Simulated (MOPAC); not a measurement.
A run for MOPAC: PM7 on CH4Te (SMILES C[TeH]), a point of a bond scan (R = 1.663 Å).

```
PM7 1SCF PRECISE CHARGE=0 THREADS=1
CH4Te

Te     0.01201175 1     0.23527703 1     0.23177528 1
H     -0.34300037 1     1.36479989 1    -0.93638102 1
C     -0.03051731 1    -1.41897587 1    -1.16612883 1
H      0.73152202 1    -1.27549848 1    -1.92532285 1
H     -1.01819392 1    -1.49803416 1    -1.60874601 1
H      0.18816506 1    -2.31181771 1    -0.58509181 1
```

Program output:

```
*******************************************************************************
 **                                                                           **
 **                              MOPAC v23.2.5                                **
 **                                                                           **
 *******************************************************************************
 ** MOPAC's Digital Object Identifier: https://doi.org/10.5281/zenodo.6511958 **
 **                                                                           **
 ** Please cite the open-source release paper for use of this MOPAC version:  **
 ** J. E. Moussa and J. J. P. Stewart (2026)                                  **
 ** MOPAC: An open-source semiempirical molecular orbital program             **
 ** J. Open Source Softw., 11(119), 8025, https://doi.org/10.21105/joss.08025 **
 *******************************************************************************

                              PM7 CALCULATION RESULTS

 *******************************************************************************
 *  PM7        - The PM7 Hamiltonian to be used
 *
 *
 *
 *                 CHARGE ON SYSTEM = 0
 *
 *
 *
 *  PRECISE    - TIGHTER CRITERIA TO BE USED
 *  1SCF       - DO 1 SCF AND THEN STOP
 *  THREADS=1  - MULTI-THREADING NOT USED
 *  T=         - A TIME OF 172800.0 SECONDS REQUESTED
 *  DUMP=N     - RESTART FILE WRITTEN EVERY 7200.0 SECONDS REQUESTED
 *******************************************************************************
PM7 1SCF PRECISE CHARGE=0 THREADS=1
 CH4Te

   ATOM   CHEMICAL          X               Y               Z
  NUMBER   SYMBOL      (ANGSTROMS)     (ANGSTROMS)     (ANGSTROMS)

     1      Te          0.01201175  *   0.23527703  *   0.23177528  *
     2       H         -0.34300037  *   1.36479989  *  -0.93638102  *
     3       C         -0.03051731  *  -1.41897587  *  -1.16612883  *
     4       H          0.73152202  *  -1.27549848  *  -1.92532285  *
     5       H         -1.01819392  *  -1.49803416  *  -1.60874601  *
     6       H          0.18816506  *  -2.31181771  *  -0.58509181  *



          CARTESIAN COORDINATES

    NO.       ATOM           X           Y           Z

     1        Te          0.0120      0.2353      0.2318
     2         H         -0.3430      1.3648     -0.9364
     3         C         -0.0305     -1.4190     -1.1661
     4         H          0.7315     -1.2755     -1.9253
     5         H         -1.0182     -1.4980     -1.6087
     6         H          0.1882     -2.3118     -0.5851

 General Reference for PM7:
 "Optimization of Parameters for Semiempirical Methods VI: More Modifications to the
 NDDO Approximations and Re-optimization of Parameters", J. J. P. Stewart, J. Mol. Mod., 1:32, 19 (2013)
 https://link.springer.com/article/10.1007/s00894-012-1667-x

           Empirical Formula: C H4 Te  =     6 atoms



      MOLECULAR POINT GROUP   :   Cs


      RHF CALCULATION, NO. OF DOUBLY OCCUPIED LEVELS = 7


 -------------------------------------------------------------------------------
 PM7 1SCF PRECISE CHARGE=0 THREADS=1
 CH4Te



     1SCF WAS SPECIFIED, SO BFGS WAS NOT USED
     SCF FIELD WAS ACHIEVED


                              PM7 CALCULATION
                                                       MOPAC v23.2.5 Linux




          FINAL HEAT OF FORMATION =         14.35293 KCAL/MOL =      60.05264 KJ/MOL


          COSMO AREA              =         96.69 SQUARE ANGSTROMS
          COSMO VOLUME            =         82.15 CUBIC ANGSTROMS

          IONIZATION POTENTIAL    =          7.606569 EV
          HOMO LUMO ENERGIES (EV) =         -7.607  2.183
          NO. OF FILLED LEVELS    =          7
          MOLECULAR WEIGHT        =        143.6426         POINT GROUP:  Cs

          MOLECULAR DIMENSIONS (Angstroms)

            Atom       Atom       Distance
            H     6    H     2     3.73136
           Te     1    H     4     2.35091
           Te     1    H     5     1.65674


          SCF CALCULATIONS        =          1





   ATOM   CHEMICAL          X               Y               Z
  NUMBER   SYMBOL      (ANGSTROMS)     (ANGSTROMS)     (ANGSTROMS)

     1      Te          0.01201175  *   0.23527703  *   0.23177528  *
     2       H         -0.34300037  *   1.36479989  *  -0.93638102  *
     3       C         -0.03051731  *  -1.41897587  *  -1.16612883  *
     4       H          0.73152202  *  -1.27549848  *  -1.92532285  *
     5       H         -1.01819392  *  -1.49803416  *  -1.60874601  *
     6       H          0.18816506  *  -2.31181771  *  -0.58509181  *

                             CARTESIAN COORDINATES

   1   Te        0.012011750     0.235277030     0.231775280
   2    H       -0.343000370     1.364799890    -0.936381020
   3    C       -0.030517310    -1.418975870    -1.166128830
   4    H        0.731522020    -1.275498480    -1.925322850
   5    H       -1.018193920    -1.498034160    -1.608746010
   6    H        0.188165060    -2.311817710    -0.585091810


           Empirical Formula: C H4 Te  =     6 atoms



      MOLECULAR POINT GROUP   :   Cs


                  EIGENVALUES
 -46.93751 -23.52713 -14.50286 -14.45940 -12.35647  -9.96213  -7.60657   2.18302
   4.59365   5.42325   5.42329   6.41480


              NET ATOMIC CHARGES AND DIPOLE CONTRIBUTIONS

  ATOM NO.   TYPE          CHARGE      No. of ELECS.   s-Pop       p-Pop
    1         Te          -0.139474        6.1395     1.85743     4.28205
    2          H           0.153934        0.8461     0.84607
    3          C          -0.480498        4.4805     1.09197     3.38853
    4          H           0.151252        0.8487     0.84875
    5          H           0.151252        0.8487     0.84875
    6          H           0.163534        0.8365     0.83647
 DIPOLE           X         Y         Z       TOTAL
 POINT-CHG.    -0.252     0.296    -1.183     1.245
 HYBRID        -0.280     0.085    -1.487     1.516
 SUM           -0.532     0.380    -2.671     2.749


          ATOMIC ORBITAL ELECTRON POPULATIONS

     Atom    s        px        py        pz
    1 Te   1.85743   1.96511   0.90821   1.40873
    2  H   0.84607
    3  C   1.09197   1.17467   1.10976   1.10409
    4  H   0.84875
    5  H   0.84875
    6  H   0.83647

 **********************
 *                    *
 * JOB ENDED NORMALLY *
 *                    *
 **********************




 == MOPAC DONE ==
```

The run finished.

Cost: very roughly 0.020 core-seconds.
